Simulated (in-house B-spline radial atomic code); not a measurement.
Checks on a self-consistent run for La IV (La3+), 1s1 2s2 2p6 3s2 3p6 3d10 4s2 4p6 4d10 5s2 (5p1/2)2 (5p3/2)3 5d2. Method: Dirac-Hartree-Fock, average of the jj configuration, Fermi nucleus of rms radius 4.855 fm. Calculated with a radial B-spline atomic code at the basis-set limit.

```json
{"orbital": "1s1/2", "q": "1", "ε (Eh)": "-1472.17882", "<1/r>": "62.2456", "<r²>": "0.000850253", "small-component weight": "0.044738"}
{"orbital": "2s1/2", "q": "2", "ε (Eh)": "-241.57765", "<1/r>": "14.8956", "<r²>": "0.0132086", "small-component weight": "0.0099991"}
{"orbital": "2p1/2", "q": "2", "ε (Eh)": "-229.66581", "<1/r>": "14.8212", "<r²>": "0.00962096", "small-component weight": "0.0099516"}
{"orbital": "2p3/2", "q": "4", "ε (Eh)": "-213.49748", "<1/r>": "13.4587", "<r²>": "0.0108619", "small-component weight": "0.0093743"}
{"orbital": "3s1/2", "q": "2", "ε (Eh)": "-54.85344", "<1/r>": "5.39047", "<r²>": "0.0890409", "small-component weight": "0.0030788"}
{"orbital": "3p1/2", "q": "2", "ε (Eh)": "-49.27245", "<1/r>": "5.29939", "<r²>": "0.083379", "small-component weight": "0.0030089"}
{"orbital": "3p3/2", "q": "4", "ε (Eh)": "-46.01687", "<1/r>": "4.96214", "<r²>": "0.090639", "small-component weight": "0.0028531"}
{"orbital": "3d3/2", "q": "4", "ε (Eh)": "-35.72083", "<1/r>": "4.8264", "<r²>": "0.0739458", "small-component weight": "0.00273"}
{"orbital": "3d5/2", "q": "6", "ε (Eh)": "-35.01802", "<1/r>": "4.73879", "<r²>": "0.076028", "small-component weight": "0.0026823"}
{"orbital": "4s1/2", "q": "2", "ε (Eh)": "-12.85259", "<1/r>": "2.21841", "<r²>": "0.458693", "small-component weight": "0.00093144"}
{"orbital": "4p1/2", "q": "2", "ε (Eh)": "-10.62345", "<1/r>": "2.12047", "<r²>": "0.485803", "small-component weight": "0.00086844"}
{"orbital": "4p3/2", "q": "4", "ε (Eh)": "-9.90535", "<1/r>": "2.01408", "<r²>": "0.524486", "small-component weight": "0.00082071"}
{"orbital": "4d3/2", "q": "4", "ε (Eh)": "-6.01168", "<1/r>": "1.80339", "<r²>": "0.617072", "small-component weight": "0.00068201"}
{"orbital": "4d5/2", "q": "6", "ε (Eh)": "-5.87963", "<1/r>": "1.7764", "<r²>": "0.631686", "small-component weight": "0.00066846"}
{"orbital": "5s1/2", "q": "2", "ε (Eh)": "-2.87991", "<1/r>": "0.885154", "<r²>": "2.48188", "small-component weight": "0.00021184"}
{"orbital": "5p1/2", "q": "2", "ε (Eh)": "-2.17613", "<1/r>": "0.80367", "<r²>": "2.97002", "small-component weight": "0.0001793"}
{"orbital": "5p3/2", "q": "3", "ε (Eh)": "-2.06401", "<1/r>": "0.770986", "<r²>": "3.19251", "small-component weight": "0.0001695"}
{"orbital": "5d3/2", "q": "0.8", "ε (Eh)": "-1.13702", "<1/r>": "0.580441", "<r²>": "5.51327", "small-component weight": "0.00010074"}
{"orbital": "5d5/2", "q": "1.2", "ε (Eh)": "-1.10884", "<1/r>": "0.566929", "<r²>": "5.73829", "small-component weight": "9.5954e-05"}
```

Electron-electron repulsion V_ee = 2877.0367 hartree.

Problem. What total energy follows from the eigenvalues?

Solution. The eigenvalues count the repulsion twice, so E = Σqε - V_ee = -4178.409 - 2877.037 = -7055.445 hartree; the run printed -7055.445.

Problem. Does the Dirac virial theorem hold?

Solution. For a point nucleus E = -2c²Σq·w, with w the small-component weight. Here Σq·w = 0.18785 and c = 137.0360, so the ratio E/(-2c²Σq·w) is 1.000056; the finite nucleus accounts for the departure from 1.

Problem. What diamagnetic shielding (Lamb formula) and susceptibility (Langevin formula) do the radii give?

Solution. σ = (α²/3)Σq<1/r> = 305.922/(3·137.036²) = 5430.3 ppm, and χ = -0.79199×10⁻⁶·Σq<r²> = -34.51×10⁻⁶ cm³/mol with Σq<r²> = 43.573 bohr². Both are non-relativistic formulas without the paramagnetism of open shells; for so heavy an element the full relativistic shielding is larger by tens of per cent.
